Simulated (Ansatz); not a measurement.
Program: Ansatz. Geometries: PBE0-D4/def2-TZVP. ΔE: electronic, gas phase. CCSD(T)/CBS is the MP2 limit (def2-TZVPP, def2-QZVPP) plus CCSD(T) − MP2 in def2-TZVPP, frozen cores. This one scheme is used for every species. Functionals use def2-TZVPP. B3LYP here is the variant with VWN-RPA as its local correlation; programs differ in this. One conformer a species, not always the lowest.

Reaction (formal hydrolysis of the Al–C bond): `[CH3][Al]([Cl])[Cl]` + H₂O → `[OH][Al]([Cl])[Cl]` + CH₄

```csv
level,ΔE (kJ/mol),difference from CCSD(T)/CBS
PBE-D4,-120.9,7.2
BHLYP-D4,-136.8,-8.7
CAM-B3LYP-D4,-135.9,-7.8
ωB97X-V,-130.4,-2.3
PBE-QIDH,-128.9,-0.8
B3LYP,-135.0,-6.9
r2SCANh,-133.3,-5.2
BHLYP,-138.8,-10.7
CAM-B3LYP,-137.2,-9.1
LC-ωPBE,-128.6,-0.5
HF/def2-SVP,-141.0,-12.9
SCS-MP2/def2-TZVPP,-136.7,-8.6
CCSD/def2-TZVPP,-133.0,-4.9
CCSD(T)/def2-TZVPP,-131.4,-3.3
MP2/def2-QZVPP,-131.8,-3.7
HF/CBS(def2),-144.2,-16.1
CCSD(T)/CBS,-128.1,0
```

Largest T1 diagnostic among the species: 0.010.

In def2-TZVPP, CCSD(T) changes the Hartree–Fock value by +12.6 kJ/mol (the triples alone add +1.6 kJ/mol) and MP2 by +10.3 kJ/mol. At CCSD(T), def2-SVP lies −9.5 kJ/mol from the extrapolated value and def2-TZVPP −3.3 kJ/mol.
